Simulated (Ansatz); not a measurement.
Ideal-gas functions of `F/C=N\C[SeH]` at 600 K and 1 bar, from an Ansatz frequency run at PBE0-D4/def2-TZVP.

Molar mass 140.02 g/mol, point group C1 (symmetry number 1), electronic degeneracy 1, moments of inertia 62.904, 338.529, 370.754 u Å². Harmonic wavenumbers (cm⁻¹, unscaled): 35, 194, 229, 280, 470, 647, 699, 760, 938, 975, 1002, 1099, 1241, 1270, 1369, 1485, 1797, 2442, 3091, 3155, 3212.

Use S(trans) = R[1.5 ln M + 2.5 ln T − 1.1517]; rotational temperatures θ = 24.2544 K / I; S(rot) = R[ln(√π/σ · √(T³/θAθBθC)) + 1.5]; for each mode x = 1.438777 ν̃/T, S = R[x/(eˣ − 1) − ln(1 − e⁻ˣ)] and H = RT x/(eˣ − 1); 1 cm⁻¹ = 0.0119627 kJ/mol; R = 8.31446 J/(mol·K).

**Question.** By hand: the entropy, in J/(mol·K).

**Answer.** Translation 185.0. Rotation: θ = 0.3856, 0.0716, 0.0654 K, giving 123.3. Vibration, mode by mode: 28.92, 14.75, 13.40, 11.78, 7.75, 5.45, 4.93, 4.39, 3.13, 2.92, 2.78, 2.31, 1.77, 1.67, 1.38, 1.11, 0.60, 0.16, 0.04, 0.04, 0.03, in all 109.3. Electronic 0.0. Sum 417.6 J/(mol·K).

**Question.** By hand: H − E and G − E in kJ/mol, counted from the electronic energy.

**Answer.** Zero-point energy ½ × 26390 × 0.0119627 = 157.8; thermal vibration 32.3; translation, rotation and pV give 4 RT = 20.0. H − E = 210.1 kJ/mol, and G − E = 210.1 − 600 × 417.6/1000 = -40.5 kJ/mol.

Vibration gives 26 % of the entropy, 28.9 J/(mol·K) of it from the mode under 150 cm⁻¹: soft modes count most, and the harmonic formula is weakest for them. The sum counts one conformer and one mirror image; others add a mixing term.
